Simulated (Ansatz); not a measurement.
Several settings on one geometry of BH2(NCO) (CH₂BNO) (that of the charge 0 singlet, PBE-D4/def2-TZVP). Ansatz on 4 threads of Arm Neoverse V2 on a shared host; times are rough.

```
atom   x (Å)   y (Å)   z (Å)
  B1   0.516   0.964   0.000
  H2   1.700   0.762   0.056
  H3   0.057   2.071  -0.045
  N4  -0.370  -0.133  -0.012
  C5  -0.732  -1.286  -0.002
  O6  -1.170  -2.378   0.002
```

Totals from different functionals, basis sets or treatments of relativity can't be compared as stabilities.

The 6-31G sets use Cartesian d functions. B3LYP takes the VWN-RPA correlation.

(1) Give the basis size and estimate the energy, ⟨S²⟩ and time of these runs.

```
run                     method  charge    state                                                                                                        further keys
  1  RKS r2SCAN50-D4/def2-TZVP       0  singlet   point_charges: [{charge: 2.00, position_ang: [5.514, 0.843, 0.339]}]; scf: {omitted_lower_state_checks: [starts]}
  2      RKS B3LYP-D4/def2-SVP       0  singlet  point_charges: [{charge: 1.00, position_ang: [4.383, 0.799, -0.759]}]; scf: {omitted_lower_state_checks: [starts]}
  3     RKS r2SCAN50/6-31++G**       0  singlet          final_grid: {core_spheres: 8, valence_spheres: 7, degree: 23}; scf: {omitted_lower_state_checks: [starts]}
```

## Answers

(1) 
```tsv
run	functions	energy (Eh)	⟨S²⟩	wall time
1	136	-194.0709	–	1.4 s
2	66	-194.0251	–	0.3 s
3	88	-193.9944	–	0.75 s
```
